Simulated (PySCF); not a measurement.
**Excitation energy of As by level of theory**

As [Ar] 3d10 4s2 4p3 (4S) → As [Ar] 3d10 4s1 4p3 5s1 (6S), as a difference of total energies. Calculation: PySCF 2.14, in aug-cc-pVTZ-DK (7s6p4d2f, 59 functions); the spin-free X2C one-electron Hamiltonian (Gaussian nucleus). Correlated levels: valence: [Ar] 3d10 frozen. The calculations carry no spin-orbit coupling.

```csv
method,excitation energy (eV)
UHF,11.051
MP2 (valence),12.273
SCS-MP2 (valence),12.692
CCSD (valence),12.436
CCSD(T) (valence),12.497
```

How much does correlation contribute at CCSD(T) (valence)?

12.497 − (11.051) = 1.446 eV, measured against UHF.

The upper state lies above the first ionisation limit, but in LS coupling its spin forbids autoionisation to the ground ion. A Rydberg-like electron needs more diffuse functions than a valence basis has.

The promoted electron is Rydberg-like, and one or two diffuse shells describe it only roughly, which tends to raise the upper state.
